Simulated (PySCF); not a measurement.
C2H6N (SMILES [CH2-]NC), charge -1, singlet, at a GFN2-xTB geometry (in this run its highest filled SCF level lies above zero, so its values depend strongly on the basis, on diffuse functions most of all). Base run: WB97X/6-31G* run with PySCF.

Here is a job for PySCF.
```python
from pyscf import gto, scf, dft

mol = gto.M(
    atom='''
C     0.068388   -0.343447    1.280013
N    -0.020316    0.577285    0.030283
C    -0.014644   -0.232449   -1.156616
H     0.074469    0.429802    2.123582
H    -1.001283   -0.749206    1.345617
H     0.851123    1.116069    0.047208
H     0.820505   -0.966737   -1.224493
H     0.018715    0.396171   -2.064198
H    -0.943784   -0.811711   -1.180078
''',
    basis='6-31g*',
    charge=-1,
    spin=0,
    verbose=4,
)

mf = dft.RKS(mol)
mf.xc = 'wb97x'
mf.kernel()
```

Variants of this job, named by their change:

```json
[
 {"change": "base", "ΔE vs base (µEh)": "0.0", "grid points": "100992", "electrons on the grid": "26.00001"},
 {"change": "grids.atom_grid = (30, 110)", "ΔE vs base (µEh)": "98.5", "grid points": "22176", "electrons on the grid": "25.99983"},
 {"change": "grids.atom_grid = (50, 194)", "ΔE vs base (µEh)": "90.0", "grid points": "59464", "electrons on the grid": "25.99995"},
 {"change": "grids.radi_method = delley", "ΔE vs base (µEh)": "-0.2", "grid points": "109592", "electrons on the grid": "26.00001"},
 {"change": "grids.radi_method = mura_knowles", "ΔE vs base (µEh)": "-0.3", "grid points": "96888", "electrons on the grid": "26.00001"},
 {"change": "grids.prune = dft.gen_grid.treutler_prune", "ΔE vs base (µEh)": "-42.0", "grid points": "86624", "electrons on the grid": "26.00001"},
 {"change": "grids.radi_method = gauss_chebyshev", "ΔE vs base (µEh)": "-3.1", "grid points": "98904", "electrons on the grid": "26.00001"},
 {"change": "grids.level = 4", "ΔE vs base (µEh)": "18.4", "grid points": "179344", "electrons on the grid": "26.00000"},
 {"change": "grids.atom_grid = (150, 974)", "ΔE vs base (µEh)": "17.1", "grid points": "731584", "electrons on the grid": "26.00000"},
 {"change": "grids.prune = off", "ΔE vs base (µEh)": "1.4", "grid points": "158552", "electrons on the grid": "26.00001"},
 {"change": "grids.prune = dft.gen_grid.sg1_prune", "ΔE vs base (µEh)": "126", "grid points": "44856", "electrons on the grid": "25.99999"}
]
```
